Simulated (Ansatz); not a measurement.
`[CH3][V]([NH2])(=[O])[OH]` + H–F → `[CH3][V](=[O])([OH])[F]` + NH₃ at 600 K and 1 bar (ligand exchange at a V–N bond).

Calculated with Ansatz (gas phase, PBE0-D4/def2-TZVP geometries, no zero-point term in ΔE). CCSD(T)/CBS is the MP2 limit (def2-TZVPP, def2-QZVPP) plus CCSD(T) − MP2 in def2-TZVPP, frozen cores. This one scheme is used for every species. For V outer-core shells are correlated without core-valence functions, which leaves a few kJ/mol of doubt a bond. Scalar relativity is left out up to krypton. Each species was taken in one conformer, which may not be the lowest.

| species | CCSD(T)/CBS energy (Eh) | H − E (kJ/mol) | S (J/(mol·K)) |
| --- | --- | --- | --- |
| `[CH3][V]([NH2])(=[O])[OH]` | -1190.26633 | 275.0 | 457.7 |
| H–F | -100.39570 | 42.3 | 194.0 |
| `[CH3][V](=[O])([OH])[F]` | -1234.17043 | 205.1 | 434.8 |
| NH₃ | -56.50880 | 112.4 | 219.5 |

H − E and S are ideal-gas, rigid-rotor, harmonic terms from PBE0-D4/def2-TZVP, for one conformer and one mirror image of each species. 1 Eh = 2625.50 kJ/mol, R = 8.31446 J/(mol·K).

Question: By hand: ΔE, ΔH, ΔS and ΔG.

Answer: ΔE = (-1234.17043) + (-56.50880) − (-1190.26633) − (-100.39570) = -0.01720 Eh = -45.2 kJ/mol. Δ(H − E) = 205.1 + 112.4 − 275.0 − 42.3 = 0.2, so ΔH = -45.0 kJ/mol. ΔS = 434.8 + 219.5 − 457.7 − 194.0 = 2.6 J/(mol·K). ΔG = -45.0 − 600 × (2.6)/1000 = -46.6 kJ/mol.

Question: By hand: the equilibrium constant, and the temperature at which ΔG would vanish if ΔH and ΔS stayed fixed.

Answer: log₁₀ K = −ΔG/(RT ln 10) = 4.1. ΔH and −TΔS have one sign here, so there is no such temperature. One of them is within its doubt of zero, so this could turn.

The number of gas molecules stays the same, so ΔS is small and ΔH decides. A doubt of 5 kJ/mol in ΔE shifts log₁₀ K by 0.4 here. Other conformers and mirror images would add mixing entropy, several J/(mol·K) or more a flexible species. These are equilibria of isolated gas molecules and say nothing of rates. Largest T1 diagnostic: 0.032 (customary marks: 0.02 for closed shells, 0.045 for open ones).
